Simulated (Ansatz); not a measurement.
Ta₂Si₂ was relaxed with PBE0-D4 (def2-SVP) in Ansatz in these states: charge +1 doublet, neutral quintet, neutral triplet. The geometries follow in no particular order.

In the def2 sets Ta takes a core potential; there is no spin–orbit coupling.

A:

```
atom   x (Å)   y (Å)   z (Å)
 Ta1   0.174  -1.067  -0.749
 Ta2   0.818  -1.057   1.506
 Si3  -0.164   0.981   0.685
 Si4  -0.827   1.143  -1.441
```

B:

Cartesian coordinates in Å:
```
Ta -0.0979 -0.1393 -1.3185
Ta -1.9334 -0.5713 0.0467
Si 0.0761 0.1217 1.1833
Si 1.9552 0.5890 0.0885
```

C:

```xyz
4

Ta    0.7568    0.3622   -1.0795
Ta   -0.5699    1.9343    0.3732
Si   -0.2915   -0.3503    1.1196
Si    0.1045   -1.9462   -0.4134
```

Judge from the bond lengths which geometry belongs to which state (an estimate).

A is the neutral triplet (Ta1–Ta2 2.345 Å, Ta1–Si4 2.523 Å, Si3–Si4 2.233 Å); B is the charge +1 doublet (Ta1–Ta2 2.328 Å, Ta1–Si4 2.593 Å, Si3–Si4 2.224 Å); C is the neutral quintet (Ta1–Ta2 2.518 Å, Ta1–Si4 2.490 Å, Si3–Si4 2.248 Å).

At PBE0-D4/def2-TZVP a broken-symmetry singlet lies 0.19 eV below the neutral triplet. At PBE0-D4/def2-TZVP a broken-symmetry singlet lies 0.38 eV below the neutral quintet. These are the stationary points nearest to one start from a short search; other shapes may lie lower in each state.
